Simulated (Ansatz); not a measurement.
Ansatz (an electronic-structure program) input file for HfH4, SMILES [HfH4], multiplicity 1, PBE-D3(BJ)/def2-TZVPD. 

Ansatz 0.2 input:
```yaml
crystal:
  periodic: [false, false, false]
  atoms:
    - {symbol: Hf, position_ang: [0.00000000, 0.00000000, 0.00000000]}
    - {symbol: H, position_ang: [1.06828139, 1.06828139, 1.06828139]}
    - {symbol: H, position_ang: [-1.06828139, 1.06828139, -1.06828139]}
    - {symbol: H, position_ang: [-1.06828139, -1.06828139, 1.06828139]}
    - {symbol: H, position_ang: [1.06828139, -1.06828139, -1.06828139]}
basis:
  gaussian:
    orbitals: def2-TZVPD
hamiltonian:
  xc: pbe
  dispersion: d3bj
relax: {f_tol: 0.002, max_steps: 200}
```

Program output:

```
WARN ansatz: RAYON_NUM_THREADS=1 ignored (pool sized by the plan → 1); use --threads N
Functional definition: PBE
integrals: 0.02 GiB planned
571 factors; their error is unknown
mean field: 0.16 GiB planned
mean field evaluation 1: about -1368.0683 eV, gradient 1.9e1 eV
mean field evaluation 2: about -1368.2353 eV, gradient 1.9e1 eV
mean field evaluation 4: about -1369.5079 eV, gradient 2.8e-1 eV
mean field evaluation 8: about -1369.4990 eV, gradient 8.0e-4 eV
mean field -1369.49896806 eV, -50.3281587966 hartree, gradient 8.6e-6 eV, S^2 0.000000; 0 other end points of the search recorded, 0 dependent functions left out
the calculation of the forces begins
reference -1369.49902945 eV, -50.3281610524 hartree; 8, 8 occupied and 71, 71 virtual orbitals, 571 factors
relax step   1: F+E_penalty+E_count = -1369.54544937 eV  Δ(F+E_penalty+E_count) = +0.000e0 eV  max|allowed force component| = 1.914e-2 eV/Å  Δτ_max = 0.0000 Å  (23 SCF iters, accepted)
these checks for a lower state are left out or cut short: starts, cluster_reference, orbital_swaps, neighbouring_geometries, increment
integrals: 0.02 GiB planned
571 factors; their error is unknown
mean field: 0.16 GiB planned
mean field evaluation 16: about -1369.4988 eV, gradient 5.4e-2 eV
mean field -1369.49881584 eV, -50.3281532025 hartree, gradient 7.5e-5 eV, S^2 0.000000; 0 other end points of the search recorded, 0 dependent functions left out
the calculation of the forces begins
reference -1369.49887729 eV, -50.3281554607 hartree; 8, 8 occupied and 71, 71 virtual orbitals, 571 factors
relax step   2: F+E_penalty+E_count = -1369.54520884 eV  Δ(F+E_penalty+E_count) = +2.405e-4 eV  max|allowed force component| = 2.831e-2 eV/Å  Δτ_max = 0.0074 Å  (22 SCF iters, rejected (line search))
these checks for a lower state are left out or cut short: starts, cluster_reference, orbital_swaps, neighbouring_geometries, increment
integrals: 0.02 GiB planned
571 factors; their error is unknown
mean field: 0.16 GiB planned
mean field -1369.49919952 eV, -50.3281673026 hartree, gradient 7.5e-5 eV, S^2 0.000000; 0 other end points of the search recorded, 0 dependent functions left out
the calculation of the forces begins
reference -1369.49926093 eV, -50.3281695594 hartree; 8, 8 occupied and 71, 71 virtual orbitals, 571 factors
relax step   3: F+E_penalty+E_count = -1369.54564576 eV  Δ(F+E_penalty+E_count) = -1.964e-4 eV  max|allowed force component| = 2.109e-4 eV/Å  Δτ_max = 0.0029 Å  (22 SCF iters, accepted)
integrals: 0.02 GiB planned
571 factors; their error is unknown
mean field: 0.16 GiB planned
mean field evaluation 32: about -1369.5084 eV, gradient 4.5e-2 eV
mean field -1369.49919952 eV, -50.3281673026 hartree, gradient 7.5e-5 eV, S^2 0.000000; 1 other end points of the search recorded, 0 dependent functions left out
the calculation of the forces begins
reference -1369.49926093 eV, -50.3281695594 hartree; 8, 8 occupied and 71, 71 virtual orbitals, 571 factors
Total energy: -1369.54570717 eV, -50.3298764272 hartree
Atom 0 at    -0.000000     0.000000    -0.000000 Å, force     0.000000    -0.000000    -0.000000 eV/Å
Atom 1 at     1.069976     1.069976     1.069976 Å, force     0.000211     0.000211     0.000211 eV/Å
Atom 2 at    -1.069976     1.069976    -1.069976 Å, force    -0.000211     0.000211    -0.000211 eV/Å
Atom 3 at    -1.069976    -1.069976     1.069976 Å, force    -0.000211    -0.000211     0.000211 eV/Å
Atom 4 at     1.069976    -1.069976    -1.069976 Å, force     0.000211    -0.000211    -0.000211 eV/Å
Dipole moment:     0.000000     0.000000     0.000000 e Å
```

Self-consistency was reached.

Cost: roughly 2.6 core-seconds.
